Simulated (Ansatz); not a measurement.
The Se4–H5 bond of H3InSe (SMILES [SeH][InH2]) is stretched (multiplicity 1, the rest rigid).
Geometry at rest (charge 0, multiplicity 1):
| atom | x (Å) | y (Å) | z (Å) |
|---|---|---|---|
| In | 0.2234 | 0.0184 | -0.9895 |
| H | -1.0224 | -0.5625 | -2.0201 |
| H | 1.7808 | 0.6210 | -1.3933 |
| Se | -0.3715 | -0.0433 | 1.4710 |
| H | 0.9264 | 0.5136 | 1.8845 |

Cores are frozen in the correlated methods. Filled d and f shells under p-block atoms count as core.

The values were computed with Ansatz (a program for electronic structure) with Gaussian orbitals. Values without a source in brackets are computed. In def2 rows elements past Kr take small-core potentials, without spin–orbit coupling.

FIC-MRCISD+Q on CASSCF(4,3)/def2-TZVPP, total energies (hartree):

| R (Å) | CASSCF | MRCISD | weight c² of the reference |
|---|---|---|---|
| 1.472 | -2590.836891 | -2591.064980 | 0.89655 |
| 2.575 | -2590.745317 | -2590.962201 | 0.89580 |
| 4.709 | -2590.723035 | -2590.936337 | 0.89690 |

Task: Add the Davidson correction (E_MRCISD − E_CASSCF)(1 − c²)/c² and give the energies above the first point at the three levels.

Result: 
Corrections (hartree): -0.026318, -0.025228, -0.024521. Above the first point (kcal/mol):
- R = 2.575 Å: CASSCF 57.5, MRCISD 64.5, with the correction 65.2
- R = 4.709 Å: CASSCF 71.4, MRCISD 80.7, with the correction 81.9

Doubts at one or more of the structures used: active orbitals that take no part (FIC-MRCISD+Q on CASSCF(4,3)/def2-TZVPP).
